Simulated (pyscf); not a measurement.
`[SiH3][Se][Bi]([Cl])[Cl]` -> `[SiH3][Cl]` + `[Cl][Bi]=[Se]` (elimination; singlet surface; Bi–Cl, Se–Si broken, Cl–Si formed). PySCF, gas phase, ωB97X-D3(BJ)/def2-SVP geometries. Energies in kcal/mol from the reactant's lowest minimum found.

```csv
level,barrier,reaction energy
ωB97X-D3(BJ)/def2-TZVP,33.5,+32.9
PBE/def2-TZVP,?,+19.2
r²SCAN/def2-TZVP,?,?
PBE0-D3(BJ)/def2-TZVP,30.9,+25.6
M06-2X/def2-TZVP,32.1,+24.2
ωB97M-D3(BJ)/def2-TZVP,32.5,+23.5
```

Question: Some entries are withheld; supply them.

Answer: 
- PBE/def2-TZVP, barrier: 27.9
- r²SCAN/def2-TZVP, barrier: 30.6
- r²SCAN/def2-TZVP, reaction energy: +22.5

The functionals in the table span 5.6 kcal/mol in this barrier, from PBE to ωB97X-D3(BJ)/def2-TZVP. On the product side the descent ends in an adduct with a Bi–Cl contact, 9.1 kcal/mol under the separated species and 9.7 kcal/mol under the saddle at ωB97X-D3(BJ)/def2-TZVP. What is counted as broken (Bi–Cl) persists as a longer contact in the product adduct; parting that adduct is a step of its own. One saddle was located; it need not be the lowest between these sides. Elements up to Kr have no core potential and no relativistic terms here. Elements past Kr carry the def2 core potentials, without spin-orbit coupling.
